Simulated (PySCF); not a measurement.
## Assignment exercise: C7H7Cl

Structure with atom numbers: `[CH3:1][c:2]1[cH:3][cH:4][cH:5][cH:6][c:7]1[Cl:8]`. Each H is labelled by its parent atom.

PySCF 2.14.0 with density-fitted response routines calculation with shielding tensors at PBE0/pcSseg-1 (GIAO) and GFN2-xTB geometry; gas phase, a single conformation, relativity neglected, one averaged value for each set of equivalent atoms.

Shifts are taken against calculated references (same method and geometry level): ¹³C, ¹H against TMS.

**Question.** Assign these signals to the numbered atoms. ¹³C{¹H} NMR (computed): δ 145.7 (C), 142.4 (C), 135.7 (CH), 135.1 (CH), 132.5 (CH), 132.0 (CH), 23.9 (CH3).

**Answer.** 
```tsv
δ (ppm)	atoms	environment	reason
145.7	C7	aromatic carbon bearing chlorine	–
142.4	C2	substituted aromatic carbon	–
135.7	C3	aromatic CH	the aromatic region
135.1	C6	aromatic CH	–
132.5	C5	aromatic CH	–
132.0	C4	aromatic CH	–
23.9	C1	methyl carbon on an aromatic ring	saturated and bonded to C and H only
```

C3 and C6; C5 and C4 lie closer than the usual error of such a calculation, so a measured spectrum could show them in the other order.

**Question.** Assign these signals to the numbered atoms. ¹H NMR (500 MHz, computed): δ 7.62 (d, 1H), 7.53 (m, 1H), 7.45 (m, 1H), 7.40 (m, 1H), 2.48 (s, 3H).

**Answer.** 
7.62 → H(C6), hydrogen on an aromatic CH: it sits in the deshielding region of the aromatic ring current
7.53 → H(C3), hydrogen on an aromatic CH
7.45 → H(C5), hydrogen on an aromatic CH
7.40 → H(C4), hydrogen on an aromatic CH
2.48 → H(C1), hydrogen on a methyl carbon on an aromatic ring: benzylic-type position, deshielded by the ring

H(C6) and H(C3); H(C3) and H(C5); H(C5) and H(C4) lie closer than the usual error of such a calculation, so a measured spectrum could show them in the other order.

Carbons that carry Cl, above all several Cl atoms, come out too deshielded, partly because spin–orbit coupling is missing. Shifts are as computed. Against solution values, carbons near 30 ppm lie about +3 ppm off and those near 130 ppm about +5 ppm; carbons on Cl a further +6 ppm. Of 1211 compounds with measured shifts, 218 miss one by over three times the rms of a fit or turn the order of signals round; such compounds aren't used in these exercises. No couplings were computed; multiplicities are counted from neighbouring protons, with m where these are inequivalent, close in shift, in a saturated or five-membered ring or joined by F or P, and br s for small geminal =CH2 splittings.
